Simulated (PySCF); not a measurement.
I2Pb, neutral, multiplicity 1. Atoms are numbered in the order given.

```xyz
3

Pb     0.0000     0.0000     1.0131
I      0.0000     2.1816    -0.7838
I      0.0000    -2.1816    -0.7838
```
Charge 0, spin multiplicity 1.

The structure is a stationary point at PBE0-D3(BJ)/def2-SVP. The isomer is the one that the SMILES or the coordinates give; other isomers of the formula were not compared. The def2 effective core potentials stand for the cores of I, Pb; spin–orbit coupling is left out.

All values below come from B3LYP/def2-TZVPD (PySCF).

Isolated molecule, no solvent.

Computed frontier levels, gap, dipole moment and polarisability:
```
Item                                                                                                              Value
---------------------------------------------------------------------------------------------  ------------------------
highest occupied level                                                                                         -7.01 eV
lowest empty level                                                                                             -3.54 eV
orbital gap                                                                                                     3.47 eV
dipole moment                                                                                                    3.67 D
quadrupole, principal values (traceless, Buckingham form, about the centre of nuclear charge)    -11.08, 4.71, 6.36 D·Å
mean static polarisability                                                                       128.7 bohr³ (19.06 Å³)
polarisability, principal values                                                               86.5, 122.0, 177.4 bohr³
```
